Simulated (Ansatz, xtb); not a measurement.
Relative energy of two isomers of C6H8O

Structure X is `Cc1cocc1C`, a singlet and structure Y is `Cc1coc(C)c1`, a singlet. Both are isolated molecules in the gas phase, relaxed with B3LYP/def2-SVP.

Quicker runs give these differences E(Y) − E(X): GFN2-xTB −0.4 kcal/mol; HF/STO-3G −2.3 kcal/mol (at GFN2-xTB geometries); r2SCAN-D4/def2-SVP −2.2 kcal/mol (at GFN2-xTB geometries).

Problem. Estimate E(Y) − E(X) at the level CCSD(T)/def2-SVP + ΔMP2/def2-TZVPP.

Solution. Calculated at CCSD(T)/def2-SVP + ΔMP2/def2-TZVPP: E(Y) − E(X) = −2.1 kcal/mol, so structure Y lies lower.

The same difference at several levels:

```
                             level        geometry  E(Y) − E(X) (kcal/mol)  departure from the last row (kcal/mol)  job, with rough time for the two
                          GFN2-xTB        GFN2-xTB                      −0.4                                    +1.7              optimisation, 0.26 s
                         HF/STO-3G        GFN2-xTB                      −2.3                                    −0.3              single point, 0.75 s
                r2SCAN-D4/def2-SVP        GFN2-xTB                      −2.2                                    −0.1               single point, 4.3 s
                    B3LYP/def2-SVP  B3LYP/def2-SVP                      −2.5                                    −0.5                optimisation, 59 s
                       HF/def2-SVP  B3LYP/def2-SVP                      −2.8                                    −0.8           part of the CCSD(T) run
                      MP2/def2-SVP  B3LYP/def2-SVP                      −1.8                                    +0.2           part of the CCSD(T) run
                  CCSD(T)/def2-SVP  B3LYP/def2-SVP                      −1.9                                    +0.2                      single point
CCSD(T)/def2-SVP + ΔMP2/def2-TZVPP  B3LYP/def2-SVP                      −2.1                                                       single point, 2 min
```

As drawn, both hold the same kinds of bond in the same numbers.

GFN2-xTB finds them nearly level. The largest departure from CCSD(T)/def2-SVP + ΔMP2/def2-TZVPP is that of GFN2-xTB, 1.7 kcal/mol. The last row adds to CCSD(T) the change of the MP2 difference between the two basis sets, here −0.2 kcal/mol.

With thermal terms from frequencies at re-optimised GFN2-xTB minima (ideal gas, soft modes damped towards free rotors, one conformer each, 298.15 K, 1 atm): the zero-point term adds −0.2 kcal/mol; ΔH is −2.1 and ΔG −2.9 kcal/mol.

The correlated steps freeze 7 core orbitals. Codes used: Ansatz 0.2.0, xtb 6.7.1; the last row on 2 threads of Intel(R) Xeon(R) Processor @ 2.70GHz on a shared host.
